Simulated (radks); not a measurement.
Effect of the nuclear size on the dysprosium ion Dy+, [Xe] 4f10 6s1. Method: Dirac Kohn-Sham, exchange-only LDA, spin-unpolarised, spherical densities, finite nucleus; open shells fill j = l - 1/2 first; Fermi nuclear charge, rms radius 5.2218 fm; computed with a radial shooting solver on a logarithmic mesh with Libxc functionals. The rms radius is varied about that value; shifts are against it.

| rms radius (fm) | total energy shift (eV) | density at nucleus (e/bohr^3) | 1s1/2 shift (meV) | 2s1/2 shift (meV) | 5s1/2 shift (meV) | 5p1/2 shift (meV) | 6s1/2 shift (meV) | 4f7/2 shift (meV) | 6p1/2 (empty) shift (meV) |
|---|---|---|---|---|---|---|---|---|---|
| 4.543 | -6.35 | 7.656e+05 | -2610 | -342 | -2.70 | 0.175 | -0.221 | 0.374 | 0.060 |
| 4.9607 | -2.52 | 7.476e+05 | -1040 | -136 | -1.07 | 0.069 | -0.088 | 0.148 | 0.024 |
| 5.2218 | 0 | 7.372e+05 | 0.000 | 0.000 | 0.000 | 0.000 | 0.000 | 0.000 | 0.000 |
| 5.4933 | 2.72 | 7.272e+05 | 1120 | 147 | 1.16 | -0.075 | 0.095 | -0.160 | -0.026 |
| 6.381 | 12.3 | 6.981e+05 | 5060 | 663 | 5.23 | -0.338 | 0.428 | -0.724 | -0.116 |

Slopes of the eigenvalues against <r^2> in GHz/fm^2, as finite differences over the two radii next to the reference (eigenvalue slopes, not the field-shift constants of lines): 1s1/2 93500, 2s1/2 12300, 5s1/2 96.8, 5p1/2 -6.27, 6s1/2 7.92, 4f7/2 -13.4, 6p1/2 (empty) -2.14.
